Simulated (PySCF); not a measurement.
## Ionisation energy of Cs²⁶⁺ by level of theory

Cs²⁶⁺ [Ar] 3d10 4s1 [4s1/2^1, M_J = 1/2] → Cs²⁷⁺ [Ar] 3d10, as a difference of total energies. All numbers are calculated (PySCF 2.14, the two-component X2C-1e Hamiltonian, in an even-tempered Gaussian basis (17 s from 2.1 bohr⁻², ratio 2.8; 13 p from 2.7 bohr⁻², ratio 2.8; 8 d from 4.8 bohr⁻², ratio 2.8; 4 f from 12 bohr⁻², ratio 3)). Correlated levels: [Ne] frozen; the 74 highest virtual spinors dropped. "Screened" scales the spin-orbit matrix elements by Boettger's factors to mimic the two-electron term; Breit and QED terms are absent.

```csv
method,ionisation energy (eV)
GHF (spin-free),908.16
GMP2 (spin-free),909.31
GHF (screened spin-orbit),908.11
GMP2 (screened spin-orbit),909.26
```

**Question.** How much does correlation contribute at GMP2 (screened spin-orbit)?

**Answer.** 909.26 − (908.11) = 1.15 eV, measured against GHF (screened spin-orbit).

Breit and QED terms and the two-electron picture change are absent.

For comparison: 916.1 ± 0.5 eV (semi-empirical (NIST evaluation); NIST Atomic Spectra Database, ionization energies).
